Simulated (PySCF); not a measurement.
Be(iPr)(SeH) (C3H8BeSe), SMILES [CH](C)([Be][SeH])C.

Geometry optimised at ωB97X-D3(BJ)/def2-SVP. The values are those of a single conformer.

Two levels are set side by side: PBE/def2-TZVP (PySCF) and PBE0/def2-TZVP (PySCF). Same geometry, gas phase. Differences are taken from unrounded values.

```tsv
quantity	PBE
orbital gap (eV)	4.57
highest occupied level (eV)	-6.08
lowest empty level (eV)	-1.51
dipole moment (D)	0.89
mean polarisability (bohr³)	82.5
```

Question: These are the PBE values. What does PBE0 give? (Estimate from the structure and the level; the computed values follow.)

Answer: 
| quantity | PBE0 | PBE minus PBE0 |
|---|---|---|
| orbital gap (eV) | 6.51 | -1.93 |
| highest occupied level (eV) | -7.19 | 1.11 |
| lowest empty level (eV) | -0.68 | -0.83 |
| dipole moment (D) | 0.99 | -0.11 |
| mean polarisability (bohr³) | 79.3 | 3.2 |

PBE's occupied levels lie high since its potential decays too fast outside the molecule; exact exchange lowers them and widens the gap. Loosely held outer electrons make PBE densities more polarisable. Differences between two approximate levels are no errors against the true value.

Rough cost on one machine, each run with all the roots and properties that it gave: PBE0 against PBE within a factor of 2.
